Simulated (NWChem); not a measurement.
All runs are NWChem calculations. System: dimethyl selenide (C$_{2}$H$_{6}$Se), charge 0, spin multiplicity 1, at a geometry optimised with PBE0/def2-SVP. Level: G0W0@CAM-B3LYP/def2-TZVP, RI basis def2-tzvp-rifit.

The NWChem input:

```
start mol
memory heap 200 mb stack 700 mb global 1700 mb
geometry units angstroms nocenter noautoz
  C     -1.456391     0.000000     0.812448
  Se     0.000000     0.000000    -0.470305
  C      1.456391     0.000000     0.812448
  H     -1.424564     0.900680     1.441523
  H     -2.392542     0.000000     0.237457
  H     -1.424564    -0.900680     1.441523
  H      1.424564     0.900680     1.441523
  H      2.392542     0.000000     0.237457
  H      1.424564    -0.900680     1.441523
  symmetry group C2v
end
basis spherical
  * library def2-tzvp
end
basis "ri basis" bse spherical
  * library def2-tzvp-rifit
end
dft
  xc xcamb88 1.00 lyp 0.81 vwn_5 0.19 hfexch 1.00
  cam 0.33 cam_alpha 0.19 cam_beta 0.46
  direct
  iterations 100
  tolerances tight
end
task dft energy
gw
  states alpha occ 4 vir 2
end
task dft gw
```

Part of the output:

```
             Northwest Computational Chemistry Package (NWChem) 7.3.0
             --------------------------------------------------------

                                NWChem Input Module
                                -------------------

 Scaling coordinates for geometry "geometry" by  1.889725989
 (inverse scale =  0.529177249)

 Turning off AUTOSYM since
 SYMMETRY directive was detected!

                             Geometry "geometry" -> ""
                             -------------------------

 Output coordinates in angstroms (scale by  1.889725989 to convert to a.u.)

  No.       Tag          Charge          X              Y              Z
 ---- ---------------- ---------- -------------- -------------- --------------
    1 C                    6.0000    -1.45639100     0.00000000     0.81244800
    2 Se                  34.0000     0.00000000     0.00000000    -0.47030500
    3 C                    6.0000     1.45639100     0.00000000     0.81244800
    4 H                    1.0000    -1.42456400     0.90068000     1.44152300
    5 H                    1.0000    -2.39254200     0.00000000     0.23745700
    6 H                    1.0000    -1.42456400    -0.90068000     1.44152300
    7 H                    1.0000     1.42456400     0.90068000     1.44152300
    8 H                    1.0000     2.39254200     0.00000000     0.23745700
    9 H                    1.0000     1.42456400    -0.90068000     1.44152300

 Effective nuclear repulsion energy (a.u.)     186.6170165896

            Nuclear Dipole moment (a.u.)
            ----------------------------
        X                 Y               Z
 ---------------- ---------------- ----------------
     0.0000000000     0.0000000000     0.0000226767

      Symmetry information
      --------------------

 Group name             C2v
 Group number             16
 Group order               4
 No. of unique centers     4

      Symmetry unique atoms

     1    2    4    5


 Summary of "ao basis" -> "" (spherical)
 ------------------------------------------------------------------------------
       Tag                 Description            Shells   Functions and Types
 ---------------- ------------------------------  ------  ---------------------
 *                         def2-tzvp                  on all atoms

 new library libraries.bse/

 Summary of "ri basis" -> "" (spherical)
 ------------------------------------------------------------------------------
       Tag                 Description            Shells   Functions and Types
 ---------------- ------------------------------  ------  ---------------------
 *                      def2-tzvp-rifit               on all atoms

                                 NWChem DFT Module
                                 -----------------

 Summary of "ao basis" -> "ao basis" (spherical)
 ------------------------------------------------------------------------------
       Tag                 Description            Shells   Functions and Types
 ---------------- ------------------------------  ------  ---------------------
 C                         def2-tzvp                11       31   5s3p2d1f
 Se                        def2-tzvp                16       48   6s5p4d1f
 H                         def2-tzvp                 4        6   3s1p

 Summary of "ao basis" -> "ao basis" (spherical)
 ------------------------------------------------------------------------------
       Tag                 Description            Shells   Functions and Types
 ---------------- ------------------------------  ------  ---------------------
 C                         def2-tzvp                11       31   5s3p2d1f
 Se                        def2-tzvp                16       48   6s5p4d1f
 H                         def2-tzvp                 4        6   3s1p

      Symmetry analysis of basis
      --------------------------

        a1         53
        a2         22
        b1         43
        b2         28

  int_init: cando_txs set to always be  F

            General Information
            -------------------
          SCF calculation type: DFT
          Wavefunction type:  closed shell.
          No. of atoms     :     9
          No. of electrons :    52
           Alpha electrons :    26
            Beta electrons :    26
          Charge           :     0
          Spin multiplicity:     1
          Use of symmetry is: on ; symmetry adaption is: on
          Maximum number of iterations: 100
          This is a Direct SCF calculation.
          AO basis - number of functions:   146
                     number of shells:    62
          Convergence on energy requested:  1.00D-06
          Convergence on density requested:  1.00D-05
          Convergence on gradient requested:  5.00D-04

              XC Information
              --------------
                     Hartree-Fock (Exact) Exchange  1.000
                   CAM-Becke88 Exchange Functional  1.000
                      VWN V Correlation Functional  0.190 local
              Lee-Yang-Parr Correlation Functional  0.810

           Range-Separation Parameters
           ---------------------------
           Alpha           :  0.19
           Beta            :  0.46
           Gamma           :  0.33
           Short-Range HF  :     F

             Grid Information
             ----------------
          Grid used for XC integration:  medium
          Radial quadrature: Mura-Knowles
          Angular quadrature: Lebedev.
          Tag              B.-S. Rad. Rad. Pts. Rad. Cut. Ang. Pts.
          ---              ---------- --------- --------- ---------
[...]
  Numbering of irreducible representations:

     1 a1          2 a2          3 b1          4 b2

  Orbital symmetries:

     1 a1          2 a1          3 b1          4 a1          5 b2
     6 a1          7 b1          8 a1          9 b1         10 a1
    11 b2         12 b1         13 a1         14 a2         15 a1
    16 b2         17 a1         18 b1         19 a1         20 b2
    21 a1         22 b1         23 a2         24 b1         25 a1
    26 b2         27 b1         28 a1         29 a1         30 a1
    31 b2         32 b1         33 b1         34 a2         35 a1
    36 a2

   convergence    iter        energy       DeltaE   RMS-Dens  Diis-err    time
 ---------------- ----- ----------------- --------- --------- ---------  ------
 d= 0,ls=0.0,diis     1  -2481.4407489283 -2.67D+03  2.42D-03  6.51D-01     7.9
 d= 0,ls=0.0,diis     2  -2481.4695538777 -2.88D-02  1.14D-03  7.35D-02    15.0
 d= 0,ls=0.0,diis     3  -2481.4721232969 -2.57D-03  4.74D-04  2.98D-02    21.9
 d= 0,ls=0.0,diis     4  -2481.4746635205 -2.54D-03  7.79D-05  3.03D-04    28.8
 d= 0,ls=0.0,diis     5  -2481.4747026436 -3.91D-05  1.81D-05  8.10D-06    35.8
 d= 0,ls=0.0,diis     6  -2481.4747039681 -1.32D-06  3.69D-06  4.30D-07    42.7
 d= 0,ls=0.0,diis     7  -2481.4747040186 -5.06D-08  1.42D-06  5.10D-08    49.6

         Total DFT energy =    -2481.474704018645
      One electron energy =    -3821.636401379761
           Coulomb energy =     1253.847383147309
    Exchange-Corr. energy =     -100.302702375750
 Nuclear repulsion energy =      186.617016589556

 Numeric. integr. density =       52.000002819950

     Total iterative time =     48.6s

                  Occupations of the irreducible representations
                  ----------------------------------------------

                     irrep           alpha         beta
                     --------     --------     --------
                     a1               12.0         12.0
                     a2                2.0          2.0
                     b1                7.0          7.0
                     b2                5.0          5.0

                       DFT Final Molecular Orbital Analysis
                       ------------------------------------

 Vector   24  Occ=2.000000D+00  E=-4.094114D-01  Symmetry=b1
              MO Center= -7.0D-14,  2.0D-16,  3.5D-01, r^2= 3.3D+00
   Bfn.  Coefficient  Atom+Function         Bfn.  Coefficient  Atom+Function
  ----- ------------  ---------------      ----- ------------  ---------------
    47      0.281629  2 Se px                 6     -0.227790  1 C  px
    85     -0.227790  3 C  px                41     -0.213047  2 Se px
    44      0.190985  2 Se px                 9     -0.181921  1 C  px
    88     -0.181921  3 C  px               118      0.132160  5 H  s
   136     -0.132160  8 H  s                 12     -0.106823  1 C  px

 Vector   25  Occ=2.000000D+00  E=-3.650205D-01  Symmetry=a1
              MO Center=  1.8D-14, -3.3D-16, -1.8D-01, r^2= 2.8D+00
   Bfn.  Coefficient  Atom+Function         Bfn.  Coefficient  Atom+Function
  ----- ------------  ---------------      ----- ------------  ---------------
    49      0.357997  2 Se pz                43     -0.261521  2 Se pz
    52      0.239589  2 Se pz                37     -0.236513  2 Se s
    46      0.235877  2 Se pz                36     -0.215936  2 Se s
     8     -0.157333  1 C  pz                87     -0.157333  3 C  pz
    11     -0.128157  1 C  pz                90     -0.128157  3 C  pz

 Vector   26  Occ=2.000000D+00  E=-2.692808D-01  Symmetry=b2
              MO Center=  4.1D-15, -5.0D-15, -3.1D-01, r^2= 2.3D+00
   Bfn.  Coefficient  Atom+Function         Bfn.  Coefficient  Atom+Function
  ----- ------------  ---------------      ----- ------------  ---------------
    48      0.472371  2 Se py                51      0.399138  2 Se py
    42     -0.326581  2 Se py                45      0.303642  2 Se py
    39      0.099288  2 Se py               113     -0.085868  4 H  s
   125      0.085868  6 H  s                131     -0.085868  7 H  s
   143      0.085868  9 H  s                112     -0.072206  4 H  s

 Vector   27  Occ=0.000000D+00  E= 5.217417D-02  Symmetry=b1
              MO Center= -2.7D-15,  1.2D-16, -9.9D-02, r^2= 6.1D+00
   Bfn.  Coefficient  Atom+Function         Bfn.  Coefficient  Atom+Function
  ----- ------------  ---------------      ----- ------------  ---------------
     5      2.499975  1 C  s                 84     -2.499975  3 C  s
    50      1.466914  2 Se px               113     -0.650138  4 H  s
   125     -0.650138  6 H  s                131      0.650138  7 H  s
   143      0.650138  9 H  s                119     -0.608896  5 H  s
   137      0.608896  8 H  s                 14     -0.344592  1 C  pz

 Vector   28  Occ=0.000000D+00  E= 7.296061D-02  Symmetry=a1
              MO Center= -5.9D-15, -1.5D-15,  1.3D+00, r^2= 7.6D+00
   Bfn.  Coefficient  Atom+Function         Bfn.  Coefficient  Atom+Function
  ----- ------------  ---------------      ----- ------------  ---------------
     5      2.727471  1 C  s                 84      2.727471  3 C  s
   113     -1.307830  4 H  s                125     -1.307830  6 H  s
   131     -1.307830  7 H  s                143     -1.307830  9 H  s
   119     -1.023264  5 H  s                137     -1.023264  8 H  s
    37     -0.461078  2 Se s                 14      0.272736  1 C  pz

 Vector   29  Occ=0.000000D+00  E= 9.192282D-02  Symmetry=a1
              MO Center=  2.4D-14,  1.0D-15, -2.2D-01, r^2= 5.6D+00
   Bfn.  Coefficient  Atom+Function         Bfn.  Coefficient  Atom+Function
  ----- ------------  ---------------      ----- ------------  ---------------
    37      1.564901  2 Se s                 52      1.103179  2 Se pz
    12     -0.783146  1 C  px                91      0.783146  3 C  px
   119     -0.472366  5 H  s                137     -0.472366  8 H  s
    14      0.365459  1 C  pz                93      0.365459  3 C  pz
    49      0.205247  2 Se pz               113     -0.193332  4 H  s

 center of mass
 --------------
 x =   0.00000000 y =   0.00000000 z =  -0.19643944

 moments of inertia (a.u.)
 ------------------
         156.701452134923           0.000000000000          -0.000000000000
           0.000000000000         397.229252584231           0.000000000000
          -0.000000000000           0.000000000000         263.884626376225

     Multipole analysis of the density
     ---------------------------------

     L   x y z        total         alpha         beta         nuclear
     -   - - -        -----         -----         ----         -------
     0   0 0 0     -0.000000    -26.000000    -26.000000     52.000000

     1   1 0 0      0.000000      0.000000      0.000000      0.000000
     1   0 1 0     -0.000000     -0.000000     -0.000000      0.000000
     1   0 0 1      0.586499      0.293238      0.293238      0.000023

     2   2 0 0    -21.997048    -91.381292    -91.381292    160.765536
     2   1 1 0      0.000000      0.000000      0.000000      0.000000
     2   1 0 1      0.000000      0.000000      0.000000      0.000000
     2   0 2 0    -25.733091    -18.660415    -18.660415     11.587739
     2   0 1 1     -0.000000     -0.000000     -0.000000      0.000000
     2   0 0 2    -24.511962    -54.869380    -54.869380     85.226799

 Task  times  cpu:       49.6s     wall:       49.6s

                                NWChem Input Module
                                -------------------

                                 NWChem GW Module
                                 ----------------

                             ***********************
                             ***        GW       ***
                             ***********************

 Summary of "ri basis" -> "ri basis" (spherical)
 ------------------------------------------------------------------------------
       Tag                 Description            Shells   Functions and Types
 ---------------- ------------------------------  ------  ---------------------
 C                      def2-tzvp-rifit             22       76   8s6p4d3f1g
 Se                     def2-tzvp-rifit             37      159   10s9p8d5f4g1h
 H                      def2-tzvp-rifit              7       15   4s2p1d

  int_init: cando_txs set to always be  F
  int_init: cando_txs set to always be  F

                 Memory Information
                 ------------------
          Available GA per process is          1699.8 MBs
          Available stack per process is        700.0 MBs
          Available heap per process is           0.0 MBs

          Peak memory in Initialization
              Peak GA per process is                 13.8 MBs
              Peak stack per process is               0.2 MBs
              Peak heap per process is               14.5 MBs
              Memory not in MA per process            0.0 MBs

          Peak memory in AFF Calculation
              Peak GA per process is                 96.2 MBs
              Peak stack per process is              74.3 MBs
              Peak heap per process is                0.0 MBs
              Memory not in MA per process           74.3 MBs

          Computing 2-center integrals
          Computing Inverse Cholesky factor
          Computing 3-center integrals
          Computing V_xc ...

          Computing Sigma_x
          Computing RPA polarizability
          Solving quasiparticle equations

                  Alpha Orbitals
          State     Energy (eV)     Error (eV)
          -----------------------------------
@GW        23        -14.252           0.003
@GW        24        -12.077           0.002
@GW        25        -10.808           0.002
@GW        26         -8.168           0.002
@GW        27          2.476           0.002
@GW        28          2.945           0.002

   Applying  -0.8403 eV scissor-shift to rest of particle states

   Applying   1.0565 eV scissor-shift to rest of hole states

     GW Timing Statistics
   ------------------------
   Init.   :          0.0s
     ERIs  :          1.2s
     Distr.:          0.0s
     Vxc   :          4.1s
   Sigma_x :          0.0s
   RPA     :          4.4s
   Wmn     :          0.1s
   Sigma_c :          0.0s
   GW total:          9.9s

 Task  times  cpu:        9.9s     wall:        9.9s

 Total times  cpu:       59.5s     wall:       59.5s
```
